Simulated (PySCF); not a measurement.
C₃H₂ClNSe.
Bonds: Cl1–C2, C2–C3 (aromatic), C3–Se4 (aromatic), Se4–C5 (aromatic), C5–N6 (aromatic), C2–N6 (aromatic). Hydrogens: H7 on C3; H8 on C5.

Computed, not measured: PySCF, PBE0-D3(BJ)/def2-SVP geometry optimisation, gas phase.

Give the optimised bond lengths and angles.

```tsv
bond	length (Å)	order
Cl1–C2	1.721	single
C2–C3	1.368	aromatic
C3–Se4	1.849	aromatic
Se4–C5	1.870	aromatic
C5–N6	1.291	aromatic
C2–N6	1.359	aromatic
C3–H7	1.088	single
C5–H8	1.093	single
```

Orders are formal, as drawn. A selection of angles:
```tsv
angle	degrees
Cl1–C2–C3	122.9
Cl1–C2–N6	118.6
C3–C2–N6	118.5
C2–C3–Se4	109.3
C2–C3–H7	127.2
Se4–C3–H7	123.5
C3–Se4–C5	84.7
Se4–C5–N6	115.0
Se4–C5–H8	121.4
N6–C5–H8	123.6
C2–N6–C5	112.5
```

The 5-membered ring C2–C3–Se4–C5–N6 has internal angles of 84.7° to 118.5° (sum 540°, against 540° for a flat polygon); it is planar, 0.00 Å rms from its mean plane, widest ring torsion 0°. The C–N distances run from 1.291 Å (C5–N6, aromatic) to 1.359 Å (C2–N6, aromatic), a spread of 0.068 Å. The 2 C–Se bonds span 1.849 Å (C3–Se4, aromatic) to 1.870 Å (Se4–C5, aromatic), a spread of 0.021 Å. N6 (pyridine-type nitrogen) is bent (angle 112.5°). The 6 heavy atoms lie in one plane (0.000 Å rms).

Point group: Cs (every atom within 0.08 Å of its image). No frequency check.

Time: 30 s wall. Hardware: one thread, Arm Neoverse V1 (shared host). This is the geometry optimisation.
